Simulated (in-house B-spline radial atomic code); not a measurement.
# Ionising Sr7+ with different functionals

Computed with a radial B-spline atomic code at the basis-set limit: four-component Dirac-Coulomb Hamiltonian, Fermi nucleus of rms radius 4.224 fm, spin-restricted, spherical fractional occupations for the functionals, and exact exchange of hybrids averaged over the configuration. The ionisation energy is the difference of two self-consistent energies, [Ar] 3d10 4s2 4p1 → [Ar] 3d10 4s2, without Breit or QED terms; ε is the level of the shell that loses the electron (mean over j). The electron is taken from both j subshells in proportion to 2j + 1, so the result is a j average, not the step between ground levels.

```csv
method,rung,ΔSCF (eV),-ε(4p) (eV)
BHandHLYP,global hybrid,?,?
B97-1,global hybrid,?,?
B3LYP,global hybrid,120.57,113.91
wB97X,range-separated hybrid,120.36,116.80
```

Task: What does B97-1 give?

Result: ΔSCF 120.16 eV, and -ε(4p) = 113.66 eV.

Task: What does BHandHLYP give?

Result: ΔSCF 120.51 eV, and -ε(4p) = 116.43 eV.

Task: Among the functionals, which spreads more, the ΔSCF values or the orbital energies?

Result: The orbital energies: ΔSCF values span about 0.42 eV and the orbital energies 3.14 eV; here energy differences depend much less on the functional than eigenvalues do.

Task: How do they compare with the NIST value?

Result: NIST lists 121.21 eV ± 0.06 (semi-empirical, ground level to ground level). Errors run from -1.05 to -0.64 eV. The correlated functionals all miss on the same side by more than they spread, so the cause is common to them (Breit-QED terms, spin polarisation, the choice among j levels, multiplet and fine-structure energies, or a listed next ion that isn't the cheapest removal here) and closeness doesn't rank the functionals.
